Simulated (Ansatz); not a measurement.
C2H5BOSi, SMILES `BO[SiH2]C#C`, charge 0, multiplicity 1.

(1) Give a relaxed structure at PBE0-D4/def2-TZVP (Ansatz). (An estimate is asked.)

## Answers

(1) Computed: 
```xyz
10

B    -1.504   -1.485    0.666
O    -0.618   -1.046   -0.250
Si   -0.222    0.480   -0.751
C     1.449    0.880   -0.156
C     2.554    1.169    0.231
H    -2.188   -0.699    1.267
H    -1.583   -2.666    0.851
H    -0.232    0.484   -2.229
H    -1.188    1.462   -0.202
H     3.532    1.422    0.574
```
This is one stationary point; other conformers may exist.
